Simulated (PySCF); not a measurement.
**UHF on Ge (germanium, neutral)**

Configuration: [Ar] 3d10 4s2 4p2, high-spin 3P determinant. Calculation: PySCF 2.14, in jorge-DZP-DKH (8s6p2d1f, 43 functions); scalar relativity by spin-free X2C-1e.

```json
{"Total energy": "-2096.932591 hartree", "One-electron energy": "-2923.0362 hartree", "Hartree (Coulomb) energy": "904.7130 hartree", "Exchange energy": "-78.6095 hartree", "⟨S²⟩": "2.0011", "⟨L²⟩": "2.002", "Sum of ⟨r⟩": "23.95 bohr", "Sum of ⟨r²⟩": "39.99 bohr²", "Traceless quadrupole moment −½Σ⟨3z² − r²⟩ along its main axis": "3.63 e·bohr²", "Langevin diamagnetic susceptibility": "-31.7 ×10⁻⁶ cm³/mol", "Time after the integrals": "0.25 s of wall time on 1 thread of Neoverse-N1 (shared host)"}
```

| shell | electrons | mean orbital energy (eV) | spread (eV) | rms radius, mean of both spins (bohr) |
| --- | --- | --- | --- | --- |
| 1s α | 1 | -11178.7 | 0 | 0.0542 |
| 1s β | 1 | -11178.6 | 0 | 0.0542 |
| 2s α | 1 | -1453.1 | 0 | 0.227 |
| 2s β | 1 | -1453.1 | 0 | 0.227 |
| 2p α | 3 | -1265.5 | 0.038 | 0.203 |
| 2p β | 3 | -1265.4 | 0.107 | 0.203 |
| 3s α | 1 | -201.05 | 0 | 0.668 |
| 3s β | 1 | -200.86 | 0 | 0.668 |
| 3p α | 3 | -141.41 | 0.014 | 0.701 |
| 3p β | 3 | -141.13 | 0.383 | 0.701 |
| 3d α | 5 | -42.998 | 0.242 | 0.809 |
| 3d β | 5 | -42.855 | 0.397 | 0.809 |
| 4s α | 1 | -17.202 | 0 | 2.35 |
| 4s β | 1 | -13.155 | 0 | 2.35 |
| 4p α | 2 | -7.649 | 0 | 3.02 |

Densities and radii are taken from the X2C orbitals without a picture-change correction, which distorts them close to the nucleus.
